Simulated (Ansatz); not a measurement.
In13P13H32, a nanocrystal cut from wurtzite InP (hydrogen-capped). Total charge 0; singlet. Geometry PBE-D4/def2-SVP, basis def2-TZVP, Ansatz.

| run | HOMO (eV) | LUMO (eV) |
| --- | --- | --- |
| A | -6.60 | -1.67 |
| B | -5.91 | -2.20 |
| C | -5.70 | -2.39 |
| D | -5.55 | -2.28 |

In the def2 sets In takes a core potential; there is no spin–orbit coupling. Single mean-field runs in def2-TZVP are fitted with def2-universal-jkfit.

Problem. The runs used BLYP, PBE, PBE0, r2SCAN. Estimate which is which.

Solution. A PBE0 (25 % exact exchange); B r2SCAN (0 % exact exchange); C PBE (0 % exact exchange); D BLYP (0 % exact exchange). Exact exchange lowers occupied and raises empty levels; among semilocal functionals meta-GGAs tend to open the gap a little, and such runs are hard to tell apart. The gap grows from 3.26 eV (BLYP) to 4.93 eV (PBE0).
